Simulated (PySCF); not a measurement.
**Do core-level shifts follow atomic charges?**

C₃H₇FSi.
Structure used (PBE0-D3(BJ)/def2-SVP), in Å, numbered top down from 1:
```xyz
12
C3H7FSi angstrom
C      1.6745   -0.4602    0.8146
Si     0.2902   -0.4575   -0.4388
C     -0.7949    1.0398   -0.7179
C     -1.4680   -0.0739    0.0767
F     -2.5583   -0.6588   -0.5002
H      2.5998   -0.0523    0.3792
H      1.3999    0.1637    1.6782
H      1.8843   -1.4783    1.1763
H      0.4714   -1.3148   -1.6372
H     -0.6709    2.0176   -0.2384
H     -1.1713    1.1193   -1.7458
H     -1.6607    0.1636    1.1332
```

Binding energies: delta-SCF UKS SCAN, pcX-2 on the ionised atom, pcseg-1 elsewhere, spin-free X2C (PySCF 2.14.0). Charges: PBE0/pcSseg-1 ground-state density, for the ionised atom.

| atom | environment | C 1s (eV) | Mulliken (e) | IAO (e) | Hirshfeld (e) | ESP (e) |
| --- | --- | --- | --- | --- | --- | --- |
| C3 | sp3 carbon bound to silicon | 290.06 | -0.494 | -0.557 | -0.185 | -0.419 |
| C1 | Si-methyl carbon | 290.63 | -0.629 | -0.710 | -0.202 | -0.641 |
| C4 | sp3 C–F carbon | 292.02 | -0.006 | -0.074 | -0.041 | -0.018 |

Question: Give the correlation coefficient and slope of binding energy on charge for each scheme.

Answer: Hirshfeld: r = 0.93, slope 10.7 eV per e; Mulliken: r = 0.88, slope 2.7 eV per e; IAO: r = 0.87, slope 2.7 eV per e; ESP: r = 0.80, slope 2.6 eV per e. Hirshfeld charges have the highest r, on only 3 points.

Question: The point-charge model writes a binding energy as kq + V + constant, with V the potential of the other atoms' charges at the site. What does it give with the Hirshfeld charges?

Answer: V = Σ 14.40 eV Å × q/r over all other atoms: +2.28 eV at C3, +3.31 eV at C1, +0.02 eV at C4. Fitting binding energy − V to q gives k = 29.3 eV per e and leaves an rms residual of 0.01 eV, against 0.30 eV for the fit on q alone. The model has no term for differences in relaxation between sites.

Geometry: PBE0-D3(BJ)/def2-SVP; no solvent, vibrations or thermal averaging.
